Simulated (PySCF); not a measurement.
PySCF input for Cd(H)(GeH3) (CdGeH4), SMILES [CdH][GeH3], TDA-PBE0/def2-TZVPD. Geometry: PBE0-D3(BJ)/def2-TZVP. The def2 effective core potentials stand for the cores of Cd; spin–orbit coupling is left out.

```python
import numpy as np
from pyscf import gto, scf, dft, tdscf

mol = gto.M(
    atom='''
    Cd   -0.00000000   -0.00000000   -1.06113831
    H     0.00000000    0.00000000   -2.75246455
    Ge    0.00000000    0.00000000    1.48343281
    H     1.23505320   -0.71305830    2.07241783
    H    -0.00000001    1.42611660    2.07241782
    H    -1.23505321   -0.71305831    2.07241782
    ''',
    basis='def2-TZVPD',
    ecp={'Cd': 'def2-tzvp'},
    charge=0,
    spin=0,
    symmetry=True,
    max_memory=1600,
    verbose=4,
)
mf = dft.RKS(mol, xc='pbe0').density_fit(auxbasis='def2-universal-jkfit')
mf.grids.level = 3
mf.conv_tol = 1e-9
mf.max_cycle = 100
mf.kernel()
mf.grids = dft.Grids(mol).set(level=1).build(with_non0tab=True)  # coarser grid for the response kernel
td = tdscf.TDA(mf)
td.singlet = True
td.nstates = 10
td.conv_tol = 1e-4
td.kernel(x0=td.get_init_guess(mf, 15))
td.analyze()
tt = tdscf.TDA(mf)
tt.singlet = False
tt.nstates = 4
tt.conv_tol = 1e-4
tt.kernel(x0=tt.get_init_guess(mf, 9))
tt.analyze(verbose=3)
```

It prints:

```
PySCF version 2.14.0

[INPUT] verbose = 4
[INPUT] num. atoms = 6
[INPUT] num. electrons = 56
[INPUT] charge = 0
[INPUT] spin (= nelec alpha-beta = 2S) = 0
[INPUT] symmetry True subgroup None
[INPUT] Mole.unit = angstrom
[INPUT] Symbol           X                Y                Z      unit          X                Y                Z       unit  Magmom
[INPUT]  1 Cd     0.000000000000   0.000000000000  -1.061138310000 AA    0.000000000000   0.000000000000  -2.005260786184 Bohr   0.0
[INPUT]  2 H      0.000000000000   0.000000000000  -2.752464550000 AA    0.000000000000   0.000000000000  -5.201404167074 Bohr   0.0
[INPUT]  3 Ge     0.000000000000   0.000000000000   1.483432810000 AA    0.000000000000   0.000000000000   2.803281735094 Bohr   0.0
[INPUT]  4 H      1.235053200000  -0.713058300000   2.072417830000 AA    2.333912297268  -1.347484897848   3.916302114365 Bohr   0.0
[INPUT]  5 H     -0.000000010000   1.426116600000   2.072417820000 AA   -0.000000018897   2.694969795696   3.916302095468 Bohr   0.0
[INPUT]  6 H     -1.235053210000  -0.713058310000   2.072417820000 AA   -2.333912316165  -1.347484916745   3.916302095468 Bohr   0.0

nuclear repulsion = 186.45666251679
point group symmetry = C3v, use subgroup Cs
symmetry origin: [-4.49934788e-10 -2.24967397e-10 -8.99869724e-10]
symmetry axis x: [8.66025404e-01 4.99999999e-01 2.75779845e-10]
symmetry axis y: [-2.05091727e-10 -1.96330398e-10  1.00000000e+00]
symmetry axis z: [ 4.99999999e-01 -8.66025404e-01 -6.74812490e-11]
num. orbitals of irrep A' = 86
num. orbitals of irrep A" = 44
number of shells = 52
number of NR pGTOs = 215
number of NR cGTOs = 130
basis = def2-TZVPD
ecp = {'Cd': 'def2-tzvp'}


[settings echo left out]
init E= -2233.8496759439
HOMO (A") = -0.608226426586077  LUMO (A") = -0.524134370203759  gap/eV = 2.28826
cycle= 1 E= -2244.83317717933  delta_E=  -11  |g|= 3.61  |ddm|= 6.88
HOMO (A") = 0.0121153894579056  LUMO (A') = 0.012115456334828  gap/eV = 0.00000

WARN: A' LUMO 0.012115456334828 < system HOMO 0.0121153894579056


WARN: A" HOMO 0.0121153894579056 > system LUMO 0.012115456334828

cycle= 2 E= -2206.2228822195  delta_E= 38.6  |g|= 7.44  |ddm|= 47.7
HOMO (A') = -0.411140100536544  LUMO (A') = -0.227054862625628  gap/eV = 5.00921
cycle= 3 E= -2240.13334503823  delta_E= -33.9  |g|= 3.71  |ddm|= 47.9
HOMO (A") = -0.357150893433503  LUMO (A') = -0.279940771957091  gap/eV = 2.10099
cycle= 4 E= -2245.10350057253  delta_E= -4.97  |g|= 2.52  |ddm|= 3.46
HOMO (A') = -0.339427118201135  LUMO (A") = -0.139093227673746  gap/eV = 5.45136
cycle= 5 E= -2246.57815128668  delta_E= -1.47  |g|= 1.39  |ddm|= 2.62
HOMO (A') = -0.283025821576742  LUMO (A") = -0.0612310902612032  gap/eV = 6.03534
cycle= 6 E= -2246.84948887849  delta_E= -0.271  |g|= 0.426  |ddm|= 1.52
HOMO (A') = -0.258000032927147  LUMO (A") = -0.0356299831471896  gap/eV = 6.05100
cycle= 7 E= -2246.88256319612  delta_E= -0.0331  |g|= 0.118  |ddm|= 0.41
HOMO (A') = -0.262816890700717  LUMO (A") = -0.0381757424943041  gap/eV = 6.11280
cycle= 8 E= -2246.88358429251  delta_E= -0.00102  |g|= 0.0538  |ddm|= 0.0851
HOMO (A') = -0.263084647503284  LUMO (A") = -0.038634875209441  gap/eV = 6.10759
cycle= 9 E= -2246.88390469832  delta_E= -0.00032  |g|= 0.00533  |ddm|= 0.0312
HOMO (A') = -0.262680017328011  LUMO (A') = -0.0382532071894177  gap/eV = 6.10696
cycle= 10 E= -2246.88390886368  delta_E= -4.17e-06  |g|= 0.00107  |ddm|= 0.00634
HOMO (A') = -0.262590883421686  LUMO (A") = -0.0382572647418771  gap/eV = 6.10443
cycle= 11 E= -2246.88390913929  delta_E= -2.76e-07  |g|= 0.000225  |ddm|= 0.00184
HOMO (A') = -0.262616629679623  LUMO (A') = -0.0382691443130612  gap/eV = 6.10481
cycle= 12 E= -2246.8839091524  delta_E= -1.31e-08  |g|= 4.26e-05  |ddm|= 0.000316
HOMO (A') = -0.262618236414871  LUMO (A') = -0.038268632845919  gap/eV = 6.10486
cycle= 13 E= -2246.88390915274  delta_E= -3.41e-10  |g|= 1.27e-05  |ddm|= 4.42e-05
HOMO (A') = -0.262616655814038  LUMO (A') = -0.0382678194165999  gap/eV = 6.10484
Extra cycle  E= -2246.88390915274  delta_E= -1.82e-12  |g|= 1.44e-05  |ddm|= 2.61e-05
converged SCF energy = -2246.88390915274
tot grids = 25512


******** <class 'pyscf.tdscf.rks.TDA'> for <class 'pyscf.df.df_jk.DFSymAdaptedRKS'> ********
nstates = 10 singlet
deg_eia_thresh = 1.000e-03
wfnsym = None
conv_tol = 0.0001
eigh lindep = 1e-12
eigh level_shift = 0
eigh max_cycle = 100


Excitation energies (eV)
[4.93598458 4.93598778 6.29687275 7.12644015 7.22475433 7.22476223
 7.23074295 7.35287321 7.35287789 7.44485108]

** Singlet excitation energies and oscillator strengths **
Excited State   1:  ???      4.93598 eV    251.18 nm  f=0.0061
      28 -> 30       -0.70119
Excited State   2:  ???      4.93599 eV    251.18 nm  f=0.0061
      28 -> 29       -0.70119
Excited State   3:  ???      6.29687 eV    196.90 nm  f=0.4852
      28 -> 31       -0.64506
      28 -> 32       -0.22986
Excited State   4:  ???      7.12644 eV    173.98 nm  f=0.0000
      25 -> 29        0.49698
      26 -> 30       -0.49707
Excited State   5:  ???      7.22475 eV    171.61 nm  f=0.0024
      25 -> 29        0.46653
      26 -> 30        0.46644
      27 -> 30        0.10087
      28 -> 34       -0.20097
Excited State   6:  ???      7.22476 eV    171.61 nm  f=0.0024
      25 -> 30        0.46566
      26 -> 29       -0.46731
      27 -> 29        0.10083
      28 -> 33       -0.20097
Excited State   7:  ???      7.23074 eV    171.47 nm  f=0.0557
      25 -> 30        0.35245
      26 -> 29        0.35025
      28 -> 32       -0.47397
Excited State   8:  ???      7.35287 eV    168.62 nm  f=0.0780
      27 -> 30       -0.50463
      28 -> 34       -0.48068
Excited State   9:  ???      7.35288 eV    168.62 nm  f=0.0780
      27 -> 29       -0.50466
      28 -> 33       -0.48064
Excited State  10:  ???      7.44485 eV    166.54 nm  f=0.1596
      25 -> 29        0.13572
      25 -> 31        0.10064
      26 -> 30        0.13573
      27 -> 30       -0.45171
      28 -> 34        0.46617

** Transition electric dipole moments (AU) **
state          X           Y           Z        Dip. S.      Osc.
  1        -0.1119      0.1938      0.0000      0.0501      0.0061
  2         0.1938      0.1119     -0.0000      0.0501      0.0061
  3         0.0000      0.0000     -1.7734      3.1448      0.4852
  4        -0.0000      0.0000     -0.0000      0.0000      0.0000
  5        -0.0582      0.1009      0.0000      0.0136      0.0024
  6         0.1008      0.0582     -0.0013      0.0136      0.0024
  7         0.0003      0.0001      0.5610      0.3147      0.0557
  8         0.3290     -0.5699      0.0000      0.4330      0.0780
  9        -0.5699     -0.3291      0.0000      0.4331      0.0780
 10         0.4677     -0.8101      0.0000      0.8751      0.1596

WARN: ECP detected. Skipping calculation of transition velocity and magnetic dipole moments, which have not yet been implemented.



******** <class 'pyscf.tdscf.rks.TDA'> for <class 'pyscf.df.df_jk.DFSymAdaptedRKS'> ********
nstates = 4 triplet
deg_eia_thresh = 1.000e-03
wfnsym = None
conv_tol = 0.0001
eigh lindep = 1e-12
eigh level_shift = 0
eigh max_cycle = 100


Excitation energies (eV)
[4.41327481 4.41328748 4.99041105 6.08362903]

** Triplet excitation energies and oscillator strengths **
Excited State   1:  ???      4.41327 eV    280.93 nm  f=0.0000
Excited State   2:  ???      4.41329 eV    280.93 nm  f=0.0000
Excited State   3:  ???      4.99041 eV    248.44 nm  f=0.0000
Excited State   4:  ???      6.08363 eV    203.80 nm  f=0.0000
```

Self-consistency was reached.
